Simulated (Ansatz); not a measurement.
Abridged output of a molecular run in Ansatz:

```
Functional definition: HF
1317 factors; integrals over basis functions are off by at most 1.1e-3 eV
mean field evaluation 1: about -15713.5281 eV, gradient 4.9e1 eV
mean field evaluation 2: about -15713.7249 eV, gradient 4.9e1 eV
mean field evaluation 4: about -15718.6614 eV, gradient 4.2e0 eV
mean field evaluation 8: about -15718.7429 eV, gradient 5.0e-1 eV
mean field -15718.74396718 eV, -577.6531862465 hartree, gradient 1.3e-6 eV, S^2 0.000000; 0 other end points of the search recorded, 0 dependent functions left out
10 core orbitals not correlated: weight in the atoms' cores, before any rotation towards them, 1.000 or more for the frozen orbitals, at most 0.000 for the correlated occupied ones
reference -15718.74396718 eV, -577.6531862465 hartree; 24, 24 occupied and 91, 91 virtual orbitals, 1317 factors
second order -27.76346039 eV of doubles, -0.00000000 eV of singles
cycle   1  -27.56400480 eV  change    2.0e-1 eV  update   1.6e-1
cycle   2  -28.38939007 eV  change   -8.3e-1 eV  update   5.2e-2
cycle   3  -28.62434386 eV  change   -2.3e-1 eV  update   3.2e-2
cycle   4  -28.61554756 eV  change    8.8e-3 eV  update   9.4e-3
cycle   5  -28.60519443 eV  change    1.0e-2 eV  update   4.6e-3
cycle   6  -28.60666726 eV  change   -1.5e-3 eV  update   1.4e-3
cycle   7  -28.60692901 eV  change   -2.6e-4 eV  update   5.7e-4
cycle   8  -28.60664349 eV  change    2.9e-4 eV  update   2.2e-4
cycle   9  -28.60664040 eV  change    3.1e-6 eV  update   1.1e-4
cycle  10  -28.60677372 eV  change   -1.3e-4 eV  update   6.2e-5
cycle  11  -28.60670078 eV  change    7.3e-5 eV  update   3.3e-5
cycle  12  -28.60670184 eV  change   -1.1e-6 eV  update   1.7e-5
perturbative correction -0.96765885 eV, -0.0355608068 hartree
Total energy: -15748.31832787 eV, -578.7400239556 hartree
```

Its atoms:

```xyz
10

F     2.140    1.160   -1.316
Sn    1.830   -0.764   -1.364
O    -0.283   -0.397   -1.631
C    -1.081    0.038   -0.753
C    -0.857    0.165    0.613
C     0.306   -0.234    1.261
O     1.352   -0.719    0.744
H    -2.070    0.331   -1.126
H    -1.661    0.559    1.219
H     0.325   -0.140    2.353
```

Task: Which basis set was used?
A. def2-TZVPPD
B. def2-SVP
C. def2-TZVPP
D. def2-SVPD

Result: B. It gives 125 functions.

Task: Write the keys of the input that set method, charge and spin (a neutral closed shell needs none for the last two).

Result: 
```yaml
correlation: {method: ccsd_t}
```
